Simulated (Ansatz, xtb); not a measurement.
A geometry optimisation of CH6AlFOSi with r2SCAN-D4/def2-SVP

The starting geometry of this gas-phase singlet was built from a drawn formula by distance geometry and a force field; its bonds are those of `[OH][Al]([SiH3])[CH2]F`.

```xyz
11

C     0.1692   -0.0411    0.2014
Al    1.8263   -0.7082    1.0560
F     0.0254   -0.6671   -1.0476
O     1.7795   -1.5406    2.6741
Si    3.9245   -0.3916    0.0043
H     1.6912   -2.4776    2.4522
H     4.1578    1.0550   -0.2084
H     3.8810   -1.0409   -1.3383
H     4.9585   -0.9227    0.7999
H     0.2176    1.0097    0.0543
H    -0.6850   -0.2801    0.8687
```

Where would you expect an optimisation with r2SCAN-D4/def2-SVP to take it?

It keeps its bonds, and is `[OH][Al]([SiH3])[CH2]F`.

The energy falls by 0.64 eV over 33 steps:

```tsv
step	E − E(last) (eV)
1	0.635
5	0.062
8	0.036
12	0.030
15	0.018
19	0.007
22	0.003
26	0.001
29	0.000
33	0.000
```

Final geometry (Å):

```xyz
11

C     0.1209   -0.0557    0.2105
Al    1.7456   -0.7903    1.0634
F     0.5193    0.5193   -1.0102
O     1.5068   -1.5344    2.5810
Si    3.8819   -0.5679   -0.1160
H     2.1555   -1.9499    3.1552
H     4.1956    0.8755   -0.3706
H     3.8217   -1.2527   -1.4481
H     5.0378   -1.1534    0.6390
H    -0.3855    0.7234    0.8135
H    -0.6536   -0.8190   -0.0010
```

From the same start GFN2-xTB ends elsewhere, differing in Al2–F3 (2.03 against 2.74 Å here).

No frequencies were run, so the end isn't proven a minimum. Run with Ansatz 0.2.0, 100 s on 2 threads of Arm Neoverse V1, on a shared host.
